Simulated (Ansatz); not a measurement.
`[NH2][AlH][O]C[SiH3]`. Charge 0, multiplicity 1. The structure was optimised at the PBE0-D4/def2-TZVP level. It is one conformer, not always the lowest.

```xyz
13

N     1.509   -2.001   -0.049
Al    1.583   -0.493   -0.964
O     0.222    0.506   -1.073
C    -1.092    0.454   -0.580
Si   -1.210    1.375    1.067
H     0.721   -2.334    0.482
H     2.279   -2.644    0.035
H     2.893   -0.043   -1.705
H    -1.447   -0.580   -0.449
H    -1.771    0.915   -1.309
H    -0.833    2.801    0.891
H    -2.591    1.296    1.621
H    -0.264    0.748    2.033
```

Q: What is the dipole moment at PBE/def2-TZVPP? (Best estimate.)

A: Ansatz gave: 1.85 D, with components (-0.47, -1.74, 0.45) D in this frame, pointing from negative to positive charge.

Q: And with r2SCAN, B3LYP, ωB97M-V? (Estimate.)

A: Ansatz gave: r2SCAN 1.87 D, B3LYP 1.84 D, ωB97M-V 1.84 D.

Q: Give the Mulliken charges with PBE, ωB97M-V, B3LYP in def2-TZVPP. (Estimate.)

A: Computed: 
```tsv
atom	PBE	ωB97M-V	B3LYP
N1	-0.41	-0.39	-0.43
Al2	0.43	0.51	0.54
O3	-0.31	-0.37	-0.39
C4	-0.08	-0.17	-0.07
Si5	0.19	0.18	0.27
H6	0.14	0.11	0.13
H7	0.14	0.11	0.13
H8	-0.10	-0.10	-0.13
H9	0.07	0.10	0.07
H10	0.09	0.12	0.09
H11	-0.05	-0.02	-0.06
H12	-0.06	-0.04	-0.08
H13	-0.06	-0.04	-0.07
```

B3LYP here is the variant with VWN-RPA as its local correlation; programs differ in this.
